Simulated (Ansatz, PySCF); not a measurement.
Reaction (SMILES): N[SiH2]N[SiH2-] -> N[SiH2][N-][SiH3]
Each molecule is optimised on its own at B3LYP-D3(BJ)/def2-TZVP (Ansatz, a program for electronic structure), one conformer each, not searched for the lowest.

Property: isomerisation energy (0 K, with B3LYP-D3(BJ) harmonic zero-point energies from PySCF), in eV. Correlated levels leave the core frozen unless marked. Spin-orbit coupling is left out. Non-relativistic. Anions need diffuse functions: aug- sets have them; def2-D sets add few; the other sets have none. CBS(X,Y): correlation extrapolated as X^-3; Hartree-Fock from the larger set.

```csv
level,program,isomerisation energy (eV)
BLYP/def2-TZVPD,Ansatz,-0.80
PBE0-D4/def2-TZVP,Ansatz + dftd4,-0.71
PBE0/def2-TZVP,Ansatz,-0.73
BHLYP-D4/def2-TZVPD,Ansatz + dftd4,-0.81
r2SCAN0/def2-TZVPD,Ansatz,-0.81
CAM-B3LYP-D4/def2-TZVPD,Ansatz + dftd4,-0.80
B2GP-PLYP-D3(BJ)/def2-TZVPD,Ansatz + dftd3,___
B2PLYP-D3(BJ)/def2-TZVPD,Ansatz + dftd3,-0.83
SCS-MP2/cc-pV(D+d)Z,Ansatz,-0.86
SCS-MP2/cc-pV(T+d)Z,Ansatz,-0.92
CCSD/STO-3G,Ansatz,0.30
CCSD/6-31G,Ansatz,___
CCSD/6-31G*,Ansatz,-0.60
CCSD(T) with core electrons (1s frozen past Ne)/cc-pwCVTZ,Ansatz,-0.80
"CCSD(T)/CBS(aug-cc-pV(T+d)Z,aug-cc-pV(Q+d)Z)",Ansatz,-0.80
```

Fill in the missing entries.


- B2GP-PLYP-D3(BJ)/def2-TZVPD, isomerisation energy (eV): -0.84
- CCSD/6-31G, isomerisation energy (eV): 0.39
